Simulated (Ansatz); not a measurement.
# H5NSeSi: structure from calculated spectroscopic constants

These gas-phase data were calculated for one isomer of H5NSeSi at B3LYP/6-31G* (harmonic, unscaled wavenumbers; equilibrium rotational constants with average atomic masses):

- rotational constants: 17.59, 2.181, 2.039 GHz
- all wavenumbers above 1500 cm⁻¹: 3640, 3548, 2395, 2282, 2264, 1628
- dipole moment: 1.83 D (PBE0/def2-TZVPD)

Candidates:

(1) `N[Se][SiH3]`, a singlet
(2) `N[SiH2][SeH]`, a singlet

Problem. Assign the data to one candidate and say why.

Solution. Candidate (2). 2 modes lie between 2000 and 2380 cm⁻¹, one for each Si–H bond, while (1) has 3.

The same quantities for all candidates:

```
     rotational constants (GHz)         wavenumbers above 1500 cm⁻¹  dipole (D)  E above the lowest, B3LYP/6-31G* (kcal/mol)
(1)         9.202, 3.513, 2.658  3570, 3464, 2264, 2261, 2241, 1630        0.97                                         32.5
(2)         17.59, 2.181, 2.039  3640, 3548, 2395, 2282, 2264, 1628        1.83                                          0.0
```

Each candidate is one conformer. Programs: Ansatz 0.2.0.
